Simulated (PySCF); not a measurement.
BrCl₂H₂NSn, SMILES [NH2][Sn]([Cl])([Cl])[Br]. Heavy atoms are numbered as in [NH2:1][Sn:2]([Cl:3])([Cl:4])[Br:5]. Hydrogens are named by the atom that carries them.

Geometry optimised at r2SCAN-D4/def2-SVP. The def2 effective core potentials stand for the cores of Sn; spin–orbit coupling is left out. The values are those of a single conformer.

Level of theory: PySCF with B3LYP/def2-TZVP.

ESP charges are fitted to the potential on shells at 1.4 to 2.0 van der Waals radii. Atomic charges (e), one atom of each kind:

```csv
atom,Löwdin,ESP fit
N1 (NH2),-0.39,-0.71
Sn2,-0.12,0.38
Cl3,0.06,-0.11
Br5,0.06,-0.12
H on N1,0.16,0.34
```
